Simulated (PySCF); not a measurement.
SMILES CO[SiH2][SiH2]c1ccco1, GFN2-xTB optimised geometry.

```
19

C     -4.05    -1.78     0.10
O     -2.66    -1.81     0.07
Si    -1.64    -0.54     0.07
Si     0.35    -1.68     0.00
C      1.66    -0.34     0.00
C      3.03    -0.34     0.00
C      3.44     1.01     0.00
C      2.30     1.75     0.00
O      1.22     0.95     0.00
H     -4.41    -1.29     1.01
H     -4.42    -2.80     0.08
H     -4.45    -1.23    -0.76
H     -1.89     0.30     1.26
H     -1.95     0.35    -1.06
H      0.60    -2.51    -1.19
H      0.66    -2.57     1.13
H      3.66    -1.21     0.00
H      4.45     1.38     0.00
H      2.13     2.80     0.00
```

Density from PBE/def2-SVP run with PySCF at that geometry.

Minimum of the electron density along straight lines between bonded atoms, close to the bond critical point (lines longer than 1.1 times the sum of covalent radii, or with two minima, are not listed):

| bond | length / Å | ρ at the minimum / e bohr⁻³ | ∇²ρ there / e bohr⁻⁵ | position (fraction from the first atom) |
|---|---|---|---|---|
| C1–O2 | 1.392 | 0.261 | -0.34 | 0.34 |
| O2–Si3 | 1.628 | 0.128 | 1.06 | 0.59 |
| Si4–C5 | 1.874 | 0.111 | 0.36 | 0.39 |
| C5–C6 | 1.368 | 0.320 | -0.78 | 0.51 |
| C6–C7 | 1.413 | 0.289 | -0.66 | 0.50 |
| C7–C8 | 1.362 | 0.323 | -0.80 | 0.48 |
| C5–O9 | 1.359 | 0.277 | 0.05 | 0.33 |
| C8–O9 | 1.340 | 0.292 | 0.03 | 0.33 |
| C1–H10 | 1.093 | 0.278 | -1.03 | 0.64 |
| C1–H11 | 1.091 | 0.281 | -1.06 | 0.64 |
| C1–H12 | 1.093 | 0.278 | -1.03 | 0.64 |
| Si3–H13 | 1.475 | 0.115 | 0.30 | 0.49 |
| Si3–H14 | 1.474 | 0.115 | 0.30 | 0.49 |
| Si4–H15 | 1.474 | 0.114 | 0.30 | 0.49 |
| Si4–H16 | 1.474 | 0.114 | 0.30 | 0.49 |
| C6–H17 | 1.071 | 0.283 | -1.08 | 0.63 |
| C7–H18 | 1.071 | 0.283 | -1.08 | 0.64 |
| C8–H19 | 1.073 | 0.287 | -1.13 | 0.65 |
